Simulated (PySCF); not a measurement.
# Orbital energies and ionisation energy

Compound: (F3Si)2CH2, CH₂F₆Si₂.
Structure used (PBE0-D3(BJ)/def2-SVP), in Å, numbered top down from 1:
```xyz
11
CH2F6Si2 angstrom
Si    -1.1950   -0.9760    0.3143
F     -1.8722   -1.4957    1.6684
F     -0.4581   -2.2226   -0.3681
F     -2.3723   -0.4980   -0.6556
C     -0.0040    0.3842    0.6468
Si     1.2201    0.7296   -0.6824
F      2.4989   -0.2230   -0.5688
F      0.5769    0.5151   -2.1329
F      1.7354    2.2425   -0.5984
H      0.5489    0.1526    1.5729
H     -0.5806    1.3059    0.8346
```

Level: wB97X-D/def2-SVPD (PySCF). Frontier orbitals with their largest atomic shares (Löwdin; up to four atoms above 4 %):

```
orbital  ε (eV)                            main atoms
 HOMO−3  -14.54    F2 20 %, F9 18 %, F4 16 %, F7 14 %
 HOMO−2  -14.53    C5 20 %, F4 19 %, F7 18 %, F3 12 %
 HOMO−1  -13.62    C5 38 %, F8 12 %, F3 12 %, H11 7 %
   HOMO  -13.02                                     ?
   LUMO    1.32  Si1 26 %, Si6 26 %, C5 12 %, H10 7 %
 LUMO+1    2.35  Si6 23 %, Si1 22 %, F2 10 %, F9 10 %
 LUMO+2    2.53   C5 23 %, Si6 16 %, Si1 16 %, F9 7 %
```

What vertical ionisation energy does ΔSCF give, and how far is −ε(HOMO) from it?

ΔSCF: 13.42 eV (1295 kJ/mol; threshold wavelength 92.4 nm); ⟨S²⟩ of the doublet left behind is 0.755, against 0.75 for a pure doublet. −ε(HOMO) is 13.02 eV, 0.40 eV below it. In exact Kohn–Sham theory the two would be equal; wB97X-D (range-separated hybrid) falls short of its own ΔSCF value by 3 %.

On which atoms does the HOMO lie?

C5 (carbon bonded to 2 Si and 2 H) 37 %, Si1 (silicon bonded to C and 3 F) 11 %, Si6 (silicon bonded to C and 3 F) 11 %, F2 (fluorine bonded to Si) 10 %, so no atom holds as much as 40 %. The HOMO−1 lies 0.60 eV lower.

What kinetic energy would electrons from this vertical process carry with Lyman-α light (10.199 eV)?

The photon is 3.22 eV short of the vertical value.

How many of the 10 lowest singlet excitations (vertical TDDFT, same level) lie below the ionisation energy?

All 10; they run from 10.04 to 11.46 eV.

Geometry: PBE0-D3(BJ)/def2-SVP; no solvent, vibrations or thermal averaging.
